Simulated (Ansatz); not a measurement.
Basis-set extrapolation for CH5F2NSi (`FCN[SiH2]F`) (PBE0-D4/def2-TZVP geometry, frozen core, Ansatz 0.2.0). Multiplicity 1, RHF reference.

|  | def2-TZVPP | def2-QZVPP |
| --- | --- | --- |
| HF | -583.275863 | -583.299233 |
| MP2 correlation | -1.000710 | -1.085402 |
| CCSD(T) correlation | -1.064240 | not run |

Energies in hartree. Use E(X) = E(∞) + A·exp(−7.88·√X) for Hartree–Fock and E(X) = E(∞) + B·X^(−2.97) for correlation, with X = 3 and 4, and add CCSD(T) minus MP2 of the smaller set to the MP2 limit.

What is the CCSD(T) energy at the basis-set limit?

HF limit: -583.299233 + (-0.023370) × 0.13774 = -583.30245. MP2 limit: -1.085402 + (-0.084692) × 0.74074 = -1.14814. Higher-order term: -1.064240 − (-1.000710) = -0.06353. Total: -584.51412 hartree, 456.9 kJ/mol below CCSD(T)/def2-TZVPP.
